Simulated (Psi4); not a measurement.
CH3BeCl (SMILES [CH3][Be][Cl]), singlet, geometry from GFN2-xTB (such geometries of metal compounds can be far from the true shape), atoms displaced at random by about 0.03 Å a coordinate; Psi4 with TPSS/def2-SVP, gradient.

Input for Psi4:
```
memory 2 GB

molecule {
0 1
Be    0.64342634    0.44326954   -0.71709428
Cl    1.70138968    1.13061366   -1.91429398
C    -0.38197739   -0.27198709    0.41208831
H    -0.96239562   -1.08057931    0.04224421
H    -1.16587280    0.33955567    0.86252594
H     0.14719211   -0.65565666    1.29868952
symmetry c1
no_reorient
no_com
}

set {
  basis def2-svp
}

gradient('tpss')
print_variables()
```

**Question.** What does Psi4 print? Leave out banner, timings and long lists.

**Answer.** 
```
gradient() will perform analytic gradient computation.

   => Loading Basis Set <=

    Name: DEF2-SVP
    Role: ORBITAL
    Keyword: BASIS

         ---------------------------------------------------------
                                   SCF
               by Justin Turney, Rob Parrish, Andy Simmonett
                          and Daniel G. A. Smith
                              RKS Reference
         ---------------------------------------------------------

  ==> Geometry <==

    Molecular point group: c1
    Full point group: C1

    Geometry (in Angstrom), charge = 0, multiplicity = 1:

       Center              X                  Y                   Z               Mass
    ------------   -----------------  -----------------  -----------------  -----------------
         BE           0.643426340000     0.443269540000    -0.717094280000     9.012183065000
         CL           1.701389680000     1.130613660000    -1.914293980000    34.968852682000
         C           -0.381977390000    -0.271987090000     0.412088310000    12.000000000000
         H           -0.962395620000    -1.080579310000     0.042244210000     1.007825032230
         H           -1.165872800000     0.339555670000     0.862525940000     1.007825032230
         H            0.147192110000    -0.655656660000     1.298689520000     1.007825032230

  Running in c1 symmetry.

  Rotational constants: A =      5.80809  B =      0.05737  C =      0.05734 [cm^-1]
  Rotational constants: A = 174122.25970  B =   1719.80703  C =   1718.92128 [MHz]
  Nuclear repulsion =   63.126167934847786

  Charge       = 0
  Multiplicity = 1
  Electrons    = 30
  Nalpha       = 15
  Nbeta        = 15

  ==> Algorithm <==

  SCF Algorithm Type is DF.
  DIIS enabled.
  MOM disabled.
  Fractional occupation disabled.
  Guess Type is SAD.
  Energy threshold   = 1.00e-08
  Density threshold  = 1.00e-08
  Integral threshold = 1.00e-12

  ==> Primary Basis <==

  Basis Set: DEF2-SVP
    Blend: DEF2-SVP
    Number of shells: 28
    Number of basis functions: 56
    Number of Cartesian functions: 58
    Spherical Harmonics?: true
    Max angular momentum: 2

  ==> DFT Potential <==

   => LibXC <=

    Version 7.1.2
    S. Lehtola, C. Steigemann, M. J. T. Oliveira, and M. A. L. Marques,  SoftwareX 7, 1–5 (2018) (10.1016/j.softx.2017.11.002)

   => Composite Functional: TPSS <=

    TPSS Meta-GGA XC Functional

    J. Tao, et al., Phys. Rev. Lett., 91, 146401, 2003

    Deriv               =              1
[...]
  @DF-RKS Final Energy:  -514.77348138892444
    Total Energy =                       -514.7734813889244379
[...]
    Integrals threads:           1
    Schwarz Cutoff:          1E-12
    Fitting Condition:       1E-10

   => Auxiliary Basis Set <=

  Basis Set: (DEF2-SVP AUX)
    Blend: DEF2-UNIVERSAL-JKFIT
    Number of shells: 98
    Number of basis functions: 308
    Number of Cartesian functions: 364
    Spherical Harmonics?: true
    Max angular momentum: 4

  ==> DFT Potential <==

   => LibXC <=

    Version 7.1.2
    S. Lehtola, C. Steigemann, M. J. T. Oliveira, and M. A. L. Marques,  SoftwareX 7, 1–5 (2018) (10.1016/j.softx.2017.11.002)

   => Composite Functional: TPSS <=

    TPSS Meta-GGA XC Functional

    J. Tao, et al., Phys. Rev. Lett., 91, 146401, 2003

    Deriv               =              1
    GGA                 =           TRUE
    Meta                =           TRUE

    Exchange Hybrid     =          FALSE
    MP2 Hybrid          =          FALSE

   => Exchange Functionals <=

    1.0000   XC_MGGA_X_TPSS

   => Correlation Functionals <=

    1.0000   XC_MGGA_C_TPSS

   => LibXC Density Thresholds  <==

    XC_MGGA_C_TPSS:  1.00E-15
    XC_MGGA_X_TPSS:  1.00E-15

   => Molecular Quadrature <=

    Radial Scheme          =       TREUTLER
    Pruning Scheme         =           NONE
    Nuclear Scheme         =       TREUTLER

    Blocking Scheme        =         OCTREE
    BS radius alpha        =              1
    Pruning alpha          =              1
    Radial Points          =             75
    Spherical Points       =            302
    Total Points           =         130358
    Total Blocks           =           1031
    Max Points             =            256
    Max Functions          =             55
    Weights Tolerance      =       1.00E-15

  -Total Gradient:
     Atom            X                  Y                   Z
    ------   -----------------  -----------------  -----------------
       1        0.027903750030     0.016524099727    -0.029127241226
       2       -0.023796104382    -0.015555105206     0.026317505500
       3       -0.013829369503    -0.017776978557    -0.010598155133
       4        0.011834968966     0.029625338693     0.016646067574
       5        0.004913683765    -0.016826864940    -0.001425747246
       6       -0.007003968136     0.004002008420    -0.001852716005

  Variable Map:
  ----------------------------------------------------------------------------
[...]
  Array Variable Map:
  ----------------------------------------------------------------------------
[...]
[...]
```
